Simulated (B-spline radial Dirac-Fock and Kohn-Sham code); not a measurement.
# X-ray form factors of neutral atoms, Mo to Cs

These are calculated numbers from a B-spline atomic structure program; the model is configuration-average Dirac-Fock orbitals. f₀ is given at the stated s = sin θ/λ in Å⁻¹. J(0) is the peak of the Compton profile.

```csv
Z,element,f₀(0.05),f₀(0.9),f₀(1.4),f₀(1.6),f₀(1.8),J(0) (a.u.)
42,Mo,41.000,14.448,8.540,7.250,6.396,8.478
43,Tc,41.945,14.934,8.928,7.529,6.589,9.412
44,Ru,43.061,15.415,9.333,7.832,6.802,8.342
45,Rh,44.088,15.856,9.753,8.157,7.036,8.284
46,Pd,45.232,16.276,10.184,8.502,7.291,7.023
47,Ag,46.139,16.651,10.622,8.868,7.568,8.179
48,Cd,47.084,17.000,11.059,9.247,7.866,9.040
49,In,47.969,17.330,11.491,9.637,8.182,9.269
50,Sn,48.924,17.646,11.913,10.033,8.514,9.413
51,Sb,49.907,17.957,12.321,10.430,8.859,9.520
52,Te,50.903,18.273,12.711,10.825,9.214,9.606
53,I,51.907,18.599,13.082,11.213,9.575,9.677
54,Xe,52.917,18.943,13.432,11.591,9.938,9.737
55,Cs,53.527,19.310,13.760,11.955,10.301,11.74
```
